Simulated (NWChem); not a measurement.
## Correlation energy of F₂Ge

```xyz
3

Ge     0.0000     0.0000    -0.4160
F      1.3105     0.0000     0.7395
F     -1.3105     0.0000     0.7395
```
Charge 0, spin multiplicity 1.

All runs are NWChem calculations. Structure: optimised with PBE0/def2-SVP, a minimum by its harmonic frequencies.

Basis set: 6-311G**. Each correlation energy counts from its own Hartree-Fock reference.

The Hamiltonian is non-relativistic. The correlated methods keep 11 core orbitals frozen. The Pople sets run with spherical d functions. The structure started from a generated list of species. No row is a measurement; the coupled-cluster row has its own basis-set and correlation limits.

```json
[
 {"method": "MP2", "correlation energy (mHa)": "…"},
 {"method": "SCS-MP2", "correlation energy (mHa)": "…"},
 {"method": "CR-CCSD[T]", "correlation energy (mHa)": "…"},
 {"method": "CR-CCSD(T)", "correlation energy (mHa)": "…"},
 {"method": "CCSD", "correlation energy (mHa)": "-633.3"},
 {"method": "CCSD+T(CCSD)", "correlation energy (mHa)": "-653.4"},
 {"method": "CCSD(T)", "correlation energy (mHa)": "-650.9"}
]
```

Task: Fill in the missing entries.

Result: 
- MP2, correlation energy (mHa): -639.2
- SCS-MP2, correlation energy (mHa): -605.6
- CR-CCSD[T], correlation energy (mHa): -649.0
- CR-CCSD(T), correlation energy (mHa): -647.1
